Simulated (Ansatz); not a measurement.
Computed with Ansatz on PBE0-D4/def2-TZVP structures; ΔE is electronic, products minus reactants. CBS: MP2 limit from def2 TZ/QZ plus the TZ coupled-cluster correction, frozen cores. DFT in def2-TZVPP. B3LYP here is the variant with VWN-RPA as its local correlation; programs differ in this. Elements past krypton have def2 core potentials. For Ga, In, Se outer-core shells are correlated without core-valence functions, which leaves a few kJ/mol of doubt a bond. Scalar relativity is left out up to krypton. One conformer a species, not always the lowest.

Consider the formal exchange of groups at the Se–In bond: `[F][In]([Cl])[SeH]` + `[CH3][GaH][CH3]` → `[CH3][Ga]([CH3])[SeH]` + `[F][InH][Cl]`.

(1) Is it downhill or uphill in electronic energy at CCSD(T)/CBS, and by how much? (Estimate.)

(2) What do these levels give: r2SCAN-D4, B3LYP-D4, ωB97X-V, r2SCANh, HF/def2-QZVPP, MP2/def2-QZVPP? (Estimate.)

Largest T1 diagnostic among the species: 0.015.

Results:

(1) Computed: Downhill: ΔE = -21.5 kJ/mol.

(2) Computed: r2SCAN-D4 -24.9, B3LYP-D4 -22.9, ωB97X-V -23.2, r2SCANh -24.4, HF/def2-QZVPP -18.2, MP2/def2-QZVPP -21.9 kJ/mol.

Leaving LDA and LC-ωPBE aside and taking each functional with its dispersion term where it has one, the values, not all of them listed here, spread over 4.3 kJ/mol, from r2SCAN0-D4 to B97M-V. LDA lies −5.9 kJ/mol from PBE without D4. In def2-TZVPP, CCSD(T) changes the Hartree–Fock value by −6.2 kJ/mol (the triples alone add −0.5 kJ/mol) and MP2 by −5.2 kJ/mol.
